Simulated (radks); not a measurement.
Valence configurations of Ho II (all share [Xe]). All-electron calculation, scalar-relativistic Kohn-Sham, LDA (Slater exchange, Perdew-Wang correlation), spin-unpolarised, spherical densities, point nucleus. Program: a radial shooting solver on a logarithmic mesh with Libxc functionals. Energies are relative to 4f11 6s1; eigenvalues in eV.

4f11 6s1: E (eV) 0.000; e(4f) -9.952; e(6s) -9.222
4f11 5d0.5 6s0.5: E (eV) 1.134; e(4f) -9.107; e(5d) -6.488; e(6s) -8.839
4f12: E (eV) 1.742; e(4f) -3.888
4f10.5 5d0.5 6s1: E (eV) 2.033; e(4f) -12.941; e(5d) -7.755; e(6s) -9.604
4f11 5d1: E (eV) 2.343; e(4f) -8.352; e(5d) -5.992
4f10 6s2: E (eV) 4.066; e(4f) -18.419; e(6s) -10.789
4f10 5d1 6s1: E (eV) 5.267; e(4f) -16.162; e(5d) -8.457; e(6s) -9.939
4f10 6s1 6p1: E (eV) 8.331; e(4f) -19.781; e(6p) -7.210; e(6s) -11.536
4f8.5 5d2.5 6s1: E (eV) 23.260; e(4f) -26.930; e(5d) -10.467; e(6s) -10.718
4f9 6s1 6p2: E (eV) 25.763; e(4f) -30.995; e(6p) -8.584; e(6s) -13.663

NIST lists [Xe] 4f11 6s1 as the ground configuration; this level of theory agrees among the configurations tried. The energies are those of spherical spin-averaged densities, not of single terms.
